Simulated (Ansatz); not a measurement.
HAl (SMILES [AlH]), singlet, geometry from GFN2-xTB (such geometries of metal compounds can be far from the true shape), atoms displaced at random by about 0.08 Å a coordinate; Ansatz (a first-principles code) with PBE0/def2-TZVP, gradient.

Here is a job for Ansatz.
Ansatz 0.2 input:
```yaml
crystal:
  periodic: [false, false, false]
  atoms:
    - {symbol: Al, position_ang: [-0.16640085, -0.09240233, -0.22046196]}
    - {symbol: H, position_ang: [-0.08362470, -0.09804886, 1.50608781]}
basis:
  gaussian:
    orbitals: def2-TZVP
hamiltonian:
  xc: pbe0
output: {forces: true}
```

Output, abridged:

```
Functional definition: PBE0
323 factors; their error is unknown
mean field evaluation 1: about -6608.0313 eV, gradient 9.9e0 eV
mean field evaluation 2: about -6608.3808 eV, gradient 5.0e0 eV
mean field evaluation 4: about -6608.5239 eV, gradient 1.5e-1 eV
mean field evaluation 8: about -6608.5364 eV, gradient 2.7e-4 eV
mean field -6608.53642763 eV, -242.8592342885 hartree, gradient 2.6e-5 eV, S^2 0.000000; 0 other end points of the search recorded, 0 dependent functions left out
the calculation of the forces begins
reference -6608.53644873 eV, -242.8592350640 hartree; 7, 7 occupied and 36, 36 virtual orbitals, 323 factors
Total energy: -6608.53644873 eV, -242.8592350640 hartree
Atom 0 at    -0.166401    -0.092402    -0.220462 Å, force     0.026200    -0.001787     0.546482 eV/Å
Atom 1 at    -0.083625    -0.098049     1.506088 Å, force    -0.026200     0.001787    -0.546482 eV/Å
Dipole moment:    -0.003378     0.000230    -0.070451 e Å
```
